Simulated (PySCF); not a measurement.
Problem. Give a PBE0-D3(BJ)/def2-SVP geometry of methyl tert-butylacetate (`COC(=O)CC(C)(C)C`).

Solution. 
```xyz
23
C7H14O2 angstrom
C      3.2658   -0.6724   -0.0719
O      2.0335   -0.4608    0.5926
C      1.2468    0.4927    0.0723
O      1.5646    1.1465   -0.8888
C     -0.0573    0.6026    0.8117
C     -1.2507   -0.0194    0.0479
C     -0.9422   -1.4745   -0.3118
C     -1.5476    0.7771   -1.2236
C     -2.4668    0.0298    0.9748
H      3.7799   -1.4695    0.4778
H      3.8741    0.2442   -0.0731
H      3.1012   -0.9755   -1.1168
H      0.0482    0.1105    1.7893
H     -0.2561    1.6727    0.9782
H     -1.8195   -1.9500   -0.7777
H     -0.1090   -1.5465   -1.0286
H     -0.6707   -2.0607    0.5801
H     -0.6758    0.8106   -1.8920
H     -1.8201    1.8169   -0.9826
H     -2.3909    0.3248   -1.7692
H     -3.3591   -0.3691    0.4670
H     -2.6897    1.0635    1.2832
H     -2.3010   -0.5676    1.8856
```

Any rigid rotation of these coordinates is as good. Atoms count from 1 in this order. The C–O distances run from 1.205 Å (C3=O4, drawn double) to 1.416 Å (C1–O2, drawn single), a spread of 0.211 Å. Of the pairs four or more bonds apart, O4···H18 is among the closest relative to their van der Waals radii: 2.48 Å, 91 % of the sum of Bondi's values. The 5 C–C bonds span 1.503 Å (C3–C5, drawn single) to 1.547 Å (C5–C6, drawn single), a spread of 0.044 Å.

Bonds between heavy atoms (Å): C1–O2 1.416, O2–C3 1.341, C3=O4 1.205, C3–C5 1.503, C5–C6 1.547, C6–C7 1.530, C6–C8 1.529, C6–C9 1.530.

Theory: PBE0-D3(BJ)/def2-SVP geometry optimisation, gas phase (PySCF).

Point group: C1 (no symmetry element, even within 0.4 Å). Whether it is a minimum is left open (no frequencies). The numbers are those of one conformer (C1–O2–C3–O4 -1°, O2–C3–C5–C6 -104°).
